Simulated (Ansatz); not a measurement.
Consider the ligand exchange at the Si–Cl bond: `[AlH2][NH][SiH2]Cl` + H–F → `F[SiH2][NH][AlH2]` + HCl.

Gas-phase electronic energies from Ansatz, PBE0-D4/def2-TZVP geometries. CBS: MP2 limit from def2 TZ/QZ plus the TZ coupled-cluster correction, frozen cores. This one scheme is used for every species. DFT in def2-TZVPP. Each species was taken in one conformer, which may not be the lowest.

```
             level  ΔE (eV)
          BHLYP-D4    -0.48
              BLYP    -0.54
            r2SCAN    -0.46
           r2SCAN0    -0.44
             BHLYP    -0.54
         CAM-B3LYP    -0.56
SCS-MP2/def2-TZVPP    -0.48
   CCSD/def2-TZVPP    -0.49
```

Q: What does CCSD(T)/CBS give? (Estimate.)

A: Ansatz gave: -0.42 eV. The listed levels differ from it by -0.06, -0.12, -0.04, -0.02, -0.12, -0.14, -0.06, -0.07 eV.

Largest T1 diagnostic among the species: 0.012.

The D4 term adds +0.06 eV with B3LYP and +0.03 eV with PBE0; it sums over pairs of atoms, weighted by their polarisabilities, and B3LYP, whose exchange is more repulsive, gets the larger term. Leaving LDA and LC-ωPBE aside and taking each functional with its dispersion term where it has one, the values, not all of them listed here, spread over 0.20 eV, from CAM-B3LYP-D4 to revPBE-D4.

B3LYP here is the variant with VWN-RPA as its local correlation; programs differ in this.
